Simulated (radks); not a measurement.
Results of a calculation; reference values are marked as such.
Sb5+, configuration [Kr] 4d10 (the NIST ground configuration). Level of theory: scalar-relativistic Kohn-Sham, HCTH/407, spin-polarised, spherical densities, point nucleus (a radial shooting solver on a logarithmic mesh with Libxc functionals).

Local quantities along the radius. ELF = 1/(1 + alpha^2) is the electron localisation function; alpha = (tau - tau_W)/tau_unif compares the Pauli kinetic energy density with that of the uniform gas (summed over spins). tau is taken from the large components.

```
   r/bohr * ELF (the largest magnitude, 0.999, reaches the edge; | marks zero)
 0.001487 |                                                      *
 0.001703 |                                                      *
 0.001952 |                                                      *
 0.002254 |                                                      *
 0.002582 |                                                      *
 0.002958 |                                                      *
 0.003389 |                                                      *
 0.003914 |                                                      *
 0.004485 |                                                      *
 0.005138 |                                                      *
 0.005934 |                                                      *
 0.006798 |                                                      *
 0.007788 |                                                      *
 0.008923 |                                                      *
  0.01031 |                                                      *
  0.01181 |                                                      *
  0.01353 |                                                     *
   0.0155 |                                                     *
   0.0179 |                                                   *
   0.0205 |                                                 *
  0.02349 |                                            *
  0.02691 |                                     *
  0.03108 |                           *
  0.03561 |                    *
   0.0408 |                 *
  0.04712 |                 *
  0.05398 |                      *
  0.06185 |                             *
  0.07085 |                                    *
  0.08183 |                                        *
  0.09375 |                                        *
   0.1074 |                                     *
   0.1231 |                              *
   0.1421 |                    *
   0.1628 |                 *
   0.1865 |                    *
   0.2154 |                             *
   0.2468 |                                     *
   0.2828 |                                         *
    0.324 |                                        *
   0.3741 |                                 *
   0.4286 |                   *
   0.4911 |          *
   0.5626 |             *
   0.6498 |                            *
   0.7444 |                                       *
   0.8529 |                                          *
   0.9771 |                                         *
    1.128 |                                    *
    1.293 |                            *
    1.481 |                  *
    1.711 |        *
     1.96 |  *
    2.245 |*
    2.572 *
    2.971 *
    3.404 *
      3.9 *
```

On this mesh the ELF has minima near r = 0.041, 0.16, 0.49 bohr, which separate the shells, and maxima near 0.094 (0.75), 0.28 (0.76), 0.85 (0.78).
